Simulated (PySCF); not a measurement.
C₄H₂FNOS.
Z-matrix (Å and degrees, GFN2-xTB geometry), rows numbered from 1:
```
O 
C   1  1.2027
C   2  1.4513  1  125.04
S   3  1.7285  2  124.33  1    -0.03
N   4  1.6157  3   94.24  2  -179.99
C   5  1.3107  4  112.66  3    -0.05
C   3  1.3864  2  128.40  1   179.91
F   7  1.3318  3  123.95  2     0.08
H   2  1.1067  1  122.13  3   179.92
H   6  1.0747  5  119.98  4  -179.99
```

PySCF, density fitting, gas phase, GFN2-xTB geometry. The standard run uses grid level 2 after a coarse-grid start, the def2-universal JK fitting basis (with tight functions added where the orbital basis needs them), an energy threshold of 1e-9 Eh and DIIS. The changed runs have no coarse-grid stage.

**Question.** Standard PBE0/pcSseg-1: E = -780.988103 Eh, HOMO -8.127 eV, LUMO -2.740 eV, dipole 2.294 D, 15 cycles (coarse-grid cycles included). What changes at PBE0/pcSseg-1 with: grid level 1?

**Answer.** E = -780.988103 Eh (0.000 mEh), HOMO -8.127 eV (0.000), LUMO -2.740 eV (0.000), dipole 2.294 D (0.000), 12 SCF cycles. The result matches the standard run within 0.02 mEh and 0.003 eV.

The cycles:
```
cycle   1  E = -780.8389447438  dE =  1.762e+00  |g| = 8.706e-01  |ddm| = 3.447e+00
cycle   2  E = -780.2940719645  dE =  5.449e-01  |g| = 1.846e+00  |ddm| = 3.365e+00
cycle   3  E = -780.9823548135  dE = -6.883e-01  |g| = 1.660e-01  |ddm| = 2.737e+00
cycle   4  E = -780.9859198283  dE = -3.565e-03  |g| = 1.056e-01  |ddm| = 2.478e-01
cycle   5  E = -780.9880574702  dE = -2.138e-03  |g| = 1.432e-02  |ddm| = 1.106e-01
cycle   6  E = -780.9880808264  dE = -2.336e-05  |g| = 9.189e-03  |ddm| = 2.258e-02
cycle   7  E = -780.9881019746  dE = -2.115e-05  |g| = 1.822e-03  |ddm| = 9.924e-03
cycle   8  E = -780.9881025839  dE = -6.093e-07  |g| = 6.756e-04  |ddm| = 2.505e-03
cycle   9  E = -780.9881026757  dE = -9.177e-08  |g| = 2.036e-04  |ddm| = 8.174e-04
cycle  10  E = -780.9881026825  dE = -6.840e-09  |g| = 9.849e-05  |ddm| = 3.599e-04
cycle  11  E = -780.9881026849  dE = -2.337e-09  |g| = 3.404e-05  |ddm| = 1.223e-04
cycle  12  E = -780.9881026851  dE = -2.506e-10  |g| = 8.353e-06  |ddm| = 3.663e-05
```
